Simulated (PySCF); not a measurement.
# Excitation energy of S²⁺ by level of theory

S²⁺ [Ne] 3s2 3p2 (3P) → S²⁺ [Ne] 3s2 3p1 4s1 (3P), as a difference of total energies. All numbers are calculated (PySCF 2.14, the spin-free X2C one-electron Hamiltonian (Gaussian nucleus), in aug-cc-pCVTZ-DK with one added diffuse shell each of s, p, d, f type (9s8p6d4f, 91 functions)). Correlated levels: valence and next inner shell: 1s2 frozen. The calculations carry no spin-orbit coupling.

```tsv
method	excitation energy (cm⁻¹)
UHF	144020
MP2 (valence and next inner shell)	144640
SCS-MP2 (valence and next inner shell)	144540
CCSD (valence and next inner shell)	144800
CCSD(T) (valence and next inner shell)	144490
```

A first-order spin-orbit estimate (lowest level to lowest level, LS coupling) adds -0.007 eV.

The promoted electron is Rydberg-like, and one or two diffuse shells describe it only roughly, which tends to raise the upper state.
